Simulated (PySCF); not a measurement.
Isomers of C6H14S2, mass 150.054 u with the commonest isotopes. The calculation used PBE0/pcSseg-1 in PySCF (dipole) on a GFN2-xTB geometry, gas phase. One conformer each, none proved a minimum here; rigid rotors.

Question: Order these by out-of-plane moment Σ m c² = (Ia + Ib − Ic)/2, largest first.
A. `[CH3:1][CH2:2][C@H:3]([CH2:4][S:5][CH3:6])[S:7][CH3:8]` with C1–C2–C3–C4 -176°, C2–C3–C4–S5 66°, C3–C4–S5–C6 75°, C2–C3–S7–C8 59°
B. `[CH3:1][CH2:2][S:3][S:4][CH2:5][CH:6]([CH3:7])[CH3:8]` with C1–C2–S3–S4 -64°, C2–S3–S4–C5 -89°, S3–S4–C5–C6 -64°, S4–C5–C6–C7 173°
C. `[CH3:1][CH2:2][CH:3]([CH2:4][CH3:5])[S:6][S:7][CH3:8]` with C1–C2–C3–C4 -174°, C2–C3–C4–C5 174°, C2–C3–S6–S7 61°, C3–S6–S7–C8 102°

Answer: A (78.57 u·Å²), B (73.78 u·Å²), C (68.88 u·Å²).

Question: Order these by rotational constant C, largest first.
A. `[CH3:1][CH2:2][S:3][S:4][CH2:5][CH:6]([CH3:7])[CH3:8]` with C1–C2–S3–S4 -64°, C2–S3–S4–C5 -89°, S3–S4–C5–C6 -64°, S4–C5–C6–C7 173°
B. `[CH3:1][CH2:2][CH:3]([CH2:4][CH3:5])[S:6][S:7][CH3:8]` with C1–C2–C3–C4 -174°, C2–C3–C4–C5 174°, C2–C3–S6–S7 61°, C3–S6–S7–C8 102°
C. `[CH3:1][CH2:2][C@H:3]([CH2:4][S:5][CH3:6])[S:7][CH3:8]` with C1–C2–C3–C4 -176°, C2–C3–C4–S5 66°, C3–C4–S5–C6 75°, C2–C3–S7–C8 59°

Answer: B (811.0 MHz), C (680.3 MHz), A (656.8 MHz).

Question: Order these by rotational constant A, largest first.
A. `[CH3:1][CH2:2][CH:3]([CH2:4][CH3:5])[S:6][S:7][CH3:8]` with C1–C2–C3–C4 -174°, C2–C3–C4–C5 174°, C2–C3–S6–S7 61°, C3–S6–S7–C8 102°
B. `[CH3:1][CH2:2][C@H:3]([CH2:4][S:5][CH3:6])[S:7][CH3:8]` with C1–C2–C3–C4 -176°, C2–C3–C4–S5 66°, C3–C4–S5–C6 75°, C2–C3–S7–C8 59°
C. `[CH3:1][CH2:2][S:3][S:4][CH2:5][CH:6]([CH3:7])[CH3:8]` with C1–C2–S3–S4 -64°, C2–S3–S4–C5 -89°, S3–S4–C5–C6 -64°, S4–C5–C6–C7 173°

Answer: C (2815 MHz), B (1988 MHz), A (1571 MHz).

```
        SMILES  point group  Ia (u·Å²)  Ib (u·Å²)  Ic (u·Å²)      κ  μa (D)  μb (D)  μc (D)
CC[C@H](CSC)SC           C1     254.24     645.82     742.91  -0.84    0.17    0.08    0.16
    CCC(CC)SSC           C1     321.67     439.26     623.17  -0.11    0.12    1.76    1.00
    CCSSCC(C)C           C1     179.53     737.46     769.43  -0.97    0.13    1.77    1.12
```
